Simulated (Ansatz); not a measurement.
Computed with Ansatz on PBE0-D4/def2-TZVP structures; ΔE is electronic, products minus reactants. CCSD(T)/CBS is the MP2 limit (def2-TZVPP, def2-QZVPP) plus CCSD(T) − MP2 in def2-TZVPP, frozen cores. This one scheme is used for every species. Functionals use def2-TZVPP. One conformer a species, not always the lowest.

`O[SiH2][SiH2][SiH2]F` + HCl → `O[SiH2][SiH2]Cl` + `F[SiH3]`  (cleavage of the Si–Si bond)

`O[SiH2][SiH2][SiH2]F`:

Cartesian coordinates in Å:
```
O -0.163 -2.022 -0.628
Si -0.511 -1.409 0.870
Si 0.520 0.691 0.895
Si 0.241 1.581 -1.252
F 0.712 3.118 -1.296
H -0.487 -2.899 -0.843
H -0.018 -2.310 1.952
H -1.983 -1.262 1.062
H 1.967 0.575 1.227
H -0.138 1.559 1.911
H 1.050 0.835 -2.248
H -1.190 1.543 -1.649
```

HCl:

```xyz
2

Cl   -0.180    0.067   -0.610
H     0.180   -0.067    0.610
```

`O[SiH2][SiH2]Cl`:

Cartesian coordinates in Å:
```
O -0.599 0.011 1.918
Si -0.184 0.915 0.603
Si 0.120 -0.525 -1.227
Cl 1.169 -2.134 -0.433
H -0.098 -0.796 2.059
H -1.288 1.881 0.383
H 1.085 1.668 0.817
H -1.142 -1.066 -1.791
H 0.936 0.046 -2.329
```

`F[SiH3]`:

Cartesian coordinates in Å:
```
F 0.621 -1.027 0.996
Si -0.016 0.027 -0.026
H -1.237 0.595 0.592
H -0.351 -0.686 -1.281
H 0.983 1.091 -0.281
```

| level | ΔE (kJ/mol) |
| --- | --- |
| r2SCAN-D4 | -87.4 |
| PBE0-D4 | -80.0 |
| B2PLYP | -95.5 |
| r2SCAN | -88.4 |
| PBE0 | -82.5 |
| HF/def2-QZVPP | -112.5 |
| SCS-MP2/def2-QZVPP | -102.3 |
| CCSD/CBS(def2) | -93.3 |

Task: What does CCSD(T)/CBS give? (Estimate.)

Result: Ansatz gave: -91.1 kJ/mol. The listed levels differ from it by 3.7, 11.1, -4.4, 2.7, 8.6, -21.4, -11.2, -2.2 kJ/mol.

Largest T1 diagnostic among the species: 0.013.

From PBE to PBE0 (25 % exact exchange), in def2-TZVPP and without D4, ΔE moves by −5.3 kJ/mol. In def2-TZVPP, CCSD(T) changes the Hartree–Fock value by +24.0 kJ/mol (the triples alone add +2.2 kJ/mol) and MP2 by +13.7 kJ/mol.
